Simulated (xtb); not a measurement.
trans-1,3-butadiene (C₄H₆), singlet, from a rough starting geometry; GFN2-xTB in xtb.

The xtb input:
```
$ xtb mol.xyz --gfn 2 --opt vtight --json

# file mol.xyz
10

C      0.63959284     1.73189213    -0.01862598
C      0.59739064     0.42549450     0.02886099
C     -0.60227610    -0.37713752    -0.01029847
C     -0.64983200    -1.77752083    -0.03933452
H      1.48751070     2.32253955    -0.01128824
H     -0.28700177     2.32601348    -0.01244893
H      1.54437354    -0.12537077     0.04878699
H     -1.55022936     0.12357842     0.02301782
H      0.31822852    -2.27699891    -0.01916527
H     -1.53764438    -2.37306559    -0.02362257
```

Question: What does xtb print? Leave out banner, timings and long lists.

Answer: 
```
   ID    Z sym.   atoms
    1    6 C      1-4
    2    1 H      5-10

           -------------------------------------------------
          |                Calculation Setup                |
           -------------------------------------------------

           -------------------------------------------------
          |                 G F N 2 - x T B                 |
           -------------------------------------------------

          ...................................................
          :                      SETUP                      :
          :.................................................:
          :  # basis functions                  22          :
          :  # atomic orbitals                  22          :
          :  # shells                           14          :
          :  # electrons                        22          :
          :  max. iterations                   250          :
          :  Hamiltonian                  GFN2-xTB          :
          :  restarted?                      false          :
          :  GBSA solvation                  false          :
          :  PC potential                    false          :
          :  electronic temp.          300.0000000     K    :
          :  accuracy                    1.0000000          :
          :  -> integral cutoff          0.2500000E+02      :
          :  -> integral neglect         0.1000000E-07      :
          :  -> SCF convergence          0.1000000E-05 Eh   :
          :  -> wf. convergence          0.1000000E-03 e    :
          :  Broyden damping             0.4000000          :
          :  net charge                          0          :
          :  unpaired electrons                  0          :
          ...................................................

 iter      E             dE          RMSdq      gap      omega  full diag
   1    -11.7495933 -0.117496E+02  0.519E+00    3.49       0.0  T
   2    -11.7657569 -0.161636E-01  0.313E+00    3.48       1.0  T
   3    -11.7585778  0.717907E-02  0.118E+00    3.49       1.0  T
   4    -11.7638862 -0.530840E-02  0.714E-01    3.47       1.0  T
   5    -11.7673454 -0.345917E-02  0.190E-01    3.46       1.0  T
   6    -11.7675984 -0.253041E-03  0.452E-02    3.46       1.0  T
   7    -11.7675994 -0.946234E-06  0.186E-02    3.46       1.7  T
   8    -11.7675998 -0.416006E-06  0.184E-03    3.46      17.2  T
   9    -11.7675998 -0.782060E-08  0.736E-04    3.46      43.0  T
[...]
         :: total energy             -11.543014847372 Eh    ::
 * total energy  :   -11.5430148 Eh     change       -0.2357226E-11 Eh
 * total energy  :   -11.5517022 Eh     change       -0.8687357E-02 Eh
 * total energy  :   -11.5523656 Eh     change       -0.6633915E-03 Eh
 * total energy  :   -11.5526319 Eh     change       -0.2663337E-03 Eh
 * total energy  :   -11.5526866 Eh     change       -0.5467253E-04 Eh
 * total energy  :   -11.5526977 Eh     change       -0.1105596E-04 Eh
 * total energy  :   -11.5526996 Eh     change       -0.1980140E-05 Eh
 * total energy  :   -11.5527016 Eh     change       -0.1916164E-05 Eh
 * total energy  :   -11.5527019 Eh     change       -0.3144958E-06 Eh
 * total energy  :   -11.5527021 Eh     change       -0.2077548E-06 Eh
 * total energy  :   -11.5527022 Eh     change       -0.9046460E-07 Eh
   *** GEOMETRY OPTIMIZATION CONVERGED AFTER 11 ITERATIONS ***
         :: total energy             -11.552702166986 Eh    ::
[...]
     5   1 H        0.926     0.036     2.502     2.474
     6   1 H        0.926     0.039     2.460     2.453
     7   1 H        0.925     0.036     2.500     2.472
     8   1 H        0.925     0.036     2.500     2.472
     9   1 H        0.926     0.039     2.460     2.453
    10   1 H        0.926     0.036     2.502     2.474

 Mol. C6AA /au·bohr⁶  :        969.530687
 Mol. C8AA /au·bohr⁸  :      22343.423457
 Mol. α(0) /au        :         50.340662

Wiberg/Mayer (AO) data.
largest (>0.10) Wiberg bond orders for each atom

 ---------------------------------------------------------------------------
     #   Z sym  total        # sym  WBO       # sym  WBO       # sym  WBO
 ---------------------------------------------------------------------------
     1   6 C    3.992 --     2 C    1.888     5 H    0.979     6 H    0.976
                             4 C    0.145
     2   6 C    3.992 --     1 C    1.888     3 C    1.118     7 H    0.964
     3   6 C    3.992 --     4 C    1.888     2 C    1.118     8 H    0.964
     4   6 C    3.992 --     3 C    1.888    10 H    0.979     9 H    0.976
                             1 C    0.145
     5   1 H    0.998 --     1 C    0.979
     6   1 H    0.998 --     1 C    0.976
     7   1 H    0.999 --     2 C    0.964
     8   1 H    0.999 --     3 C    0.964
     9   1 H    0.998 --     4 C    0.976
    10   1 H    0.998 --     4 C    0.979
 ---------------------------------------------------------------------------

Topologies differ in total number of bonds
Writing topology from bond orders to xtbtopo.mol

molecular dipole:
                 x           y           z       tot (Debye)
 q only:        0.000       0.000      -0.000
   full:        0.000       0.000      -0.000       0.000
molecular quadrupole (traceless):
                xx          xy          yy          xz          yz          zz
 q only:        0.453      -0.072       0.503       0.010       0.001      -0.957
  q+dip:        1.875      -0.442       2.225       0.044       0.005      -4.100
   full:        1.145      -0.281       0.993       0.024       0.002      -2.137

optimized geometry written to: xtbopt.xyz

           -------------------------------------------------
          | TOTAL ENERGY              -11.552702166986 Eh   |
          | GRADIENT NORM               0.000038452151 Eh/α |
          | HOMO-LUMO GAP               3.783466548845 eV   |
           -------------------------------------------------

normal termination of xtb
```
